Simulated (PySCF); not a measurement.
H4N, SMILES [NH4+], charge +1. Atoms are numbered in the order given.

```xyz
5

N      0.0000     0.0000     0.0000
H      0.5918    -0.5918     0.5918
H     -0.5918    -0.5918    -0.5918
H     -0.5918     0.5918     0.5918
H      0.5918     0.5918    -0.5918
```
Charge +1, spin multiplicity 1.

Geometry: B3LYP-D3(BJ)/def2-TZVPD.

These are PySCF with M06-2X/def2-TZVPD values and carry that method's errors.

The molecule is in vacuum.

### Question
Estimate the frontier levels, gap, dipole moment and polarisability. (The exact figures need the calculation; the answer reports its results.)

### Answer

- highest occupied level = -24.36 eV
- lowest empty level = -5.62 eV
- orbital gap = 18.75 eV
- dipole moment about the centre of nuclear charge = 0.00 D
- mean static polarisability = 9.1 bohr³ (1.36 Å³)
- polarisability, principal values = 9.1, 9.1, 9.1 bohr³
